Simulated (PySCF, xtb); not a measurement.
Sb(OH)2(TeH) (H₃O₂SbTe), SMILES [OH][Sb]([OH])[TeH].

xtb with GFN2-xTB at its own geometry gives an orbital gap of 3.93 eV and a dipole moment of 3.19 D.

Geometry optimised at PBE-D3(BJ)/def2-SVP. The structure was generated by enumeration; whether it is a known compound was not checked. The def2 effective core potentials stand for the cores of Sb, Te; spin–orbit coupling is left out. Other conformers were not sampled.

Problem. What does M06-2X/def2-TZVP (PySCF) give? (Estimate from the structure and the level; the computed values follow.)

Solution. gap 6.71 eV (levels -7.86 and -1.14 eV), dipole 1.14 D.
